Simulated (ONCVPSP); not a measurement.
Configuration tests for oxygen (ONCV)

ONCVPSP 4.0.1 input, shortened (lines: element, Z, core and valence counts, functional; n l f; lmax; l rc ep ncon nbas qcut; lloc lpopt rc5 dvloc0; l nproj debl; icmod fcfact rcfact), PBEsol, scalar-relativistic:

```
  O 8.00    1    2  -116133      upf
    1    0    2.00
    2    0    2.00
    2    1    4.00
    2
    0    0.95    0.00    4    8    7.80
    1    2.15    0.00    3    7    6.20
    2    1.95    0.40    3    7    5.70
    0    5    0.95    0.00
    0    0    2.60
    1    2    0.60
    2    2    0.40
    3    4.75    1.05
```

Energies are relative to the spin-unpolarised reference configuration 2s2 2p4; without spin polarisation the order of configurations can differ from experiment.

| valence configuration | charge | ΔE all-electron (eV) | error AE − PS (meV) |
| --- | --- | --- | --- |
| 2s2 2p3 | +1 | 16.360 | +185 |
| 2s2 2p1 | +3 | 103.544 | +4163 |

Task: What are ΔE and the potential's error for 2s2 2p2?

Result: ΔE = 49.837 eV all-electron; the error (AE − PS) is +1246 meV.

Task: What are ΔE and the potential's error for 2s0 2p6?

Result: ΔE = 29.748 eV all-electron; the error (AE − PS) is -201 meV.
